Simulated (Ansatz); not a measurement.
Reaction (formal exchange of groups at the Se–Si bond): `[SeH][SiH]([SeH])[SeH]` + `[F][GeH]([F])[F]` → `[F][Ge]([F])([F])[SeH]` + `[SeH][SiH2][SeH]`

Computed with Ansatz on PBE0-D4/def2-TZVP structures; ΔE is electronic, products minus reactants. CCSD(T)/CBS adds triple-zeta CCSD(T) − MP2 to the extrapolated MP2 energy (def2 sets, frozen cores). Functionals use def2-TZVPP. B3LYP here is the variant with VWN-RPA as its local correlation; programs differ in this. For Ge, Se outer-core shells are correlated without core-valence functions, which leaves a few kJ/mol of doubt a bond. Scalar relativity is left out up to krypton. Each species was taken in one conformer, which may not be the lowest.

`[SeH][SiH]([SeH])[SeH]`:

Cartesian coordinates in Å:
```
Se -0.763 -0.990 1.956
Si -0.193 -0.363 -0.151
Se 1.833 0.648 -0.350
Se -1.730 1.147 -0.869
H -0.498 0.350 2.496
H -0.222 -1.631 -0.919
H 2.563 -0.595 -0.054
H -0.990 1.434 -2.108
```

`[F][GeH]([F])[F]`:

```xyz
5

F     1.229    0.753   -0.855
Ge    0.027   -0.017    0.081
F    -0.420   -1.426   -0.774
F    -1.334    1.013    0.058
H     0.498   -0.322    1.490
```

`[F][Ge]([F])([F])[SeH]`:

Z-matrix (Å, degrees):
```
Ge
F 1 1.709
F 1 1.708 2 106.9
F 1 1.709 2 104.4 3 -113.0
Se 1 2.300 2 114.3 3 121.2
H 5 1.471 1 89.8 2 59.9
```

`[SeH][SiH2][SeH]`:

```xyz
7

Se    0.853   -0.595    1.697
Si    0.372   -0.258   -0.500
Se   -1.470    1.022   -0.869
H     0.899    0.844    1.986
H     1.450    0.470   -1.213
H     0.228   -1.631   -1.039
H    -2.332    0.149   -0.062
```

```
             level  ΔE (kJ/mol)  difference from CCSD(T)/CBS
           PBE0-D4         12.6                         -2.0
           ωB97M-V         10.4                         -4.2
               PBE          7.6                         -7.0
             B3LYP          3.4                        -11.2
     HF/def2-TZVPP          3.8                        -10.8
SCS-MP2/def2-TZVPP         13.1                         -1.5
   CCSD/def2-TZVPP          9.3                         -5.3
    MP2/def2-QZVPP         19.5                          4.9
     MP2/CBS(def2)         21.2                          6.6
    CCSD/CBS(def2)         13.5                         -1.1
       CCSD(T)/CBS         14.6                            0
```

Largest T1 diagnostic among the species: 0.012.

In def2-TZVPP, CCSD(T) changes the Hartree–Fock value by +6.6 kJ/mol (the triples alone add +1.1 kJ/mol) and MP2 by +13.2 kJ/mol. The D4 term adds +6.3 kJ/mol with B3LYP and +3.4 kJ/mol with PBE0; it sums over pairs of atoms, weighted by their polarisabilities, and B3LYP, whose exchange is more repulsive, gets the larger term.
